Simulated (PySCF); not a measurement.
**UHF on Pt (platinum, neutral)**

Configuration: [Xe] 4f14 5d8 6s2, high-spin 3F determinant (an excited configuration). Computed with PySCF 2.14 in aug-cc-pwCVTZ-PP with ECP60MDF (8s8p7d4f3g, 122 functions), with scalar relativity through the core potential.

| Property | Result |
| --- | --- |
| Total energy | -118.505472 hartree |
| One-electron energy | -207.2886 hartree |
| Hartree (Coulomb) energy | 99.4809 hartree |
| Exchange energy | -10.6977 hartree |
| ⟨S²⟩ | 2.0098 |
| ⟨L²⟩ | 12.046 |
| Sum of ⟨r⟩ | 27.73 bohr |
| Sum of ⟨r²⟩ | 56.05 bohr² |

```tsv
shell	electrons	mean orbital energy (hartree)	spread (hartree)	rms radius, mean of both spins (bohr)
5s α	1	-4.56063	0	1.03
5s β	1	-4.44849	0	1.03
5p α	3	-2.73136	0	1.19
5p β	3	-2.57670	0	1.19
5d α	5	-0.54568	0.04154	1.75
5d β	3	-0.48171	0	1.75
6s α	1	-0.32694	0	3.24
6s β	1	-0.28857	0	3.24
```

Energies and moments cover only the electrons outside the core potential. Spin-orbit coupling, absent here, splits the open shell strongly.
